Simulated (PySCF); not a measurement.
# Solvent effects on NMR parameters

Structure with atom numbers: `[CH3:1][S@@:2](=[O:3])[c:4]1[cH:5][cH:6][cH:7][c:8]2[c:9]1[CH2:10][CH2:11]2`; H(Xn) means a hydrogen on atom n. Ha(C10), Ha(C11) are pro-R; Hb(C10), Hb(C11) are pro-S.

GIAO PBE0/pcSseg-1 in PySCF on one PBE0-D3(BJ)/def2-SVP conformer, non-relativistic, equivalent nuclei averaged. Solvents enter as an IEF-PCM continuum (benzene with ε = 2.3, water with ε = 78.4) around the gas-phase geometry. Shifts are referred to TMS, CS2 computed in the same medium.

In benzene, δ in ppm: C8 151.3, C4 148.2, C9 145.0, C6 134.7, C7 129.8, C5 127.3, C1 46.1, C11 32.5, C10 30.6, S2 279.8, H(C5) 8.11, H(C6) 7.72, H(C7) 7.34, Ha(C11) 3.35. Dipole moment 5.22 D.

(1) How does each δ change in the more polar medium?

(2) Which nuclei move most (in ppm), and what does the model miss?

Answers

(1) 
```json
{"atoms": "C8", "environment": "substituted aromatic carbon", "Δδ, water": "+2.3"}
{"atoms": "C4", "environment": "aromatic carbon bearing sulfur", "Δδ, water": "-0.3"}
{"atoms": "C9", "environment": "substituted aromatic carbon", "Δδ, water": "+2.3"}
{"atoms": "C6", "environment": "aromatic CH", "Δδ, water": "+0.2"}
{"atoms": "C7", "environment": "aromatic CH", "Δδ, water": "+1.2"}
{"atoms": "C5", "environment": "aromatic CH", "Δδ, water": "-1.2"}
{"atoms": "C1", "environment": "methyl carbon bonded to S", "Δδ, water": "+1.2"}
{"atoms": "C11", "environment": "sp3 CH2 on an aromatic ring", "Δδ, water": "+0.7"}
{"atoms": "C10", "environment": "sp3 CH2 on an aromatic ring", "Δδ, water": "+0.9"}
{"atoms": "S2", "environment": "sulfoxide sulfur", "Δδ, water": "+1.6"}
{"atoms": "H(C5)", "environment": "hydrogen on an aromatic CH", "Δδ, water": "-0.16"}
{"atoms": "H(C6)", "environment": "hydrogen on an aromatic CH", "Δδ, water": "+0.09"}
{"atoms": "H(C7)", "environment": "hydrogen on an aromatic CH", "Δδ, water": "+0.16"}
{"atoms": "Ha(C11)", "environment": "hydrogen on an sp3 CH2 on an aromatic ring", "Δδ, water": "+0.05"}
```

Changes are relative to benzene. The dipole moment becomes 6.23 D in water.

(2) C8 (substituted aromatic carbon, +2.3 ppm) and C9 (substituted aromatic carbon, +2.3 ppm) in water. A continuum only polarises the solute; specific hydrogen bonds, the anisotropy of aromatic solvents and changes of geometry or conformer are outside it.
